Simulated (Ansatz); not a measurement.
A nudged elastic band was laid between two geometries of ClH + H4Sn (7 atoms, charge 0, multiplicity 1).

Method: RKS PBE/def2-SVP (Ansatz 0.2.0).

* movable images: 5
* climbing image: yes
* spring: 5.0 eV/Å²
* optimiser: quadratic models (default)
* start path: through a guess of the saddle point
* force threshold: 0.03 eV/Å
* iteration limit: 60
* end points: relaxed

First end point:

```xyz
7
Properties=species:S:1:pos:R:3
Sn 0.271 0.000 -0.158
H 0.074 0.000 1.567
H 1.962 0.000 -0.497
H -0.467 1.416 -0.799
H -0.467 -1.416 -0.799
Cl -3.131 0.000 1.879
H -1.848 0.000 2.105
```

Last end point:

```xyz
7
Properties=species:S:1:pos:R:3
Sn -0.373 0.000 -0.840
H -0.246 0.000 3.747
H 1.031 0.000 0.163
H -0.514 1.434 -1.786
H -0.514 -1.434 -1.786
Cl -2.243 0.000 0.638
H -0.747 0.000 3.161
```

Task: Which bonds break or form, and what moves?

Result: Bonds broken: Sn1–H2, Cl6–H7. Bonds formed: Sn1–Cl6, H2–H7. ClH + H4Sn becomes ClH3Sn + H2.

Task: What energy profile does the band end with?

Result: The forces met the threshold. The highest image is number 2 of 0 to 6, 24.5 kcal/mol above the first end and 38.8 kcal/mol above the last; the last end lies 14.4 kcal/mol below the first. A vibrational analysis at the climbing image gives 2 clearly imaginary modes (937i, 89i cm⁻¹): a point of higher order. A lower path may pass nearby, or the ends, which weren't checked, may share the extra mode. The orbitals stay closed-shell, which can raise the energy where a bond breaks towards radicals; this wasn't checked here.

| image | path coordinate (Å) | energy (kcal/mol) | Sn1–H2 (Å) | Cl6–H7 (Å) | Sn1–Cl6 (Å) |
| --- | --- | --- | --- | --- | --- |
| 0 | 0.00 | 0.0 | 1.74 | 1.30 | 3.97 |
| 1 | 0.78 | 4.3 | 1.77 | 1.33 | 3.30 |
| 2 | 1.56 | 24.5 | 2.03 | 1.69 | 2.79 |
| 3 | 2.36 | 3.1 | 2.54 | 2.15 | 2.47 |
| 4 | 3.16 | -10.5 | 3.16 | 2.46 | 2.39 |
| 5 | 3.96 | -14.1 | 3.92 | 2.80 | 2.38 |
| 6 | 4.76 | -14.4 | 4.59 | 2.93 | 2.38 |

Task: What is the geometry of the highest image?

Result: 
```xyz
7
Properties=species:S:1:pos:R:3:forces:R:3
Sn -0.195 0.000 -0.132 0.00 0.00 0.00
H -0.037 0.000 1.887 0.00 0.00 0.00
H 1.550 0.000 -0.021 0.00 0.00 0.00
H -0.683 1.491 -0.832 0.00 0.00 0.00
H -0.683 -1.491 -0.832 0.00 0.00 0.00
Cl -2.572 0.000 1.319 0.00 0.00 0.00
H -0.986 0.000 1.909 0.00 0.00 0.00
```

Run time: 100 s on 1 thread of Arm Neoverse V2, on a shared host, peak memory 0.12 GiB.
